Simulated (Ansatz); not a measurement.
Coupled-cluster diagnostics for Mn2(F)4 (Mn2F4), Ansatz.

Geometry of the multiplicity 11 (PBE0-D4/def2-SVP):

```xyz
6

Mn    0.621   -1.403    0.199
F     1.349   -3.027    0.415
F     0.922    0.508    0.705
Mn   -0.624    1.403   -0.194
F    -1.337    3.030   -0.432
F    -0.930   -0.510   -0.693
```

Correlated methods freeze 14 core orbitals; core or outer-core shells of Mn are correlated, in sets that lack core-valence functions.

Problem. Estimate the CCSD(T) correlation energy, the shares of MP2 and (T), T1 and the reference's ⟨S²⟩ for: charge 0, multiplicity 11, own geometry in def2-SVP; charge 1, multiplicity 10, vertical in def2-SVP; and the rough time on 4 threads of Arm Neoverse V1 on a shared host.

Solution. 
| state | basis | correlation (eV) | MP2 share (%) | (T) share (%) | T1 | ⟨S²⟩ (pure) | wall time | remarks |
| --- | --- | --- | --- | --- | --- | --- | --- | --- |
| charge 0, multiplicity 11, own geometry | def2-SVP | -34.122 | 96.1 | 1.5 | 0.017 | 30.01 (30.00) | 1.8 min | – |
| charge 1, multiplicity 10, vertical | def2-SVP | -34.085 | 92.0 | 2.4 | 0.069 | 25.69 (24.75) | 2.9 min | large T1, spin-contaminated |
Customary marks for T1 are 0.02 (closed shells), 0.045 (open shells) and about 0.05 (3d metals). T1 exceeds 0.02 in 1 of 2 rows and 0.045 in 1; the higher it lies, the less the single-reference result can be trusted.
